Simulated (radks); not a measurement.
The numbers below are computed, except where a source is named.
The mercury ion Hg+, 79 electrons, occupied as [Xe] 4f14 5d10 6s1. Level of theory: scalar-relativistic Kohn-Sham, LDA (Slater exchange, VWN5 correlation), spin-polarised, spherical densities, finite nucleus; open shells are filled with parallel spins first (spin-orbit coupling, left out, can overturn this in heavy ions); Fermi nuclear charge, rms radius 5.4648 fm (a radial shooting solver on a logarithmic mesh with Libxc functionals).

Normalised radial functions P(r) = r R(r), r in bohr:

```
   r/bohr * 4f down (the largest magnitude, 1.47, reaches the edge; | marks zero)
0.0006282 *
0.0009833 *
 0.001551 *
 0.002428 *
 0.003801 *
 0.005997 *
 0.009386 *
  0.01469 *
  0.02318 *
  0.03628 |*
  0.05678 | *
  0.08958 |      *
   0.1402 |                   *
   0.2195 |                                        *
   0.3463 |                                                      *
    0.542 |                                             *
   0.8483 |                      *
    1.338 |     *
    2.095 |*
    3.279 *
    5.173 *
    8.096 *
```

4f down: eigenvalue -105.42 eV, 0 radial nodes, <r> = 0.483 bohr, 90 % of the charge inside 0.772 bohr.
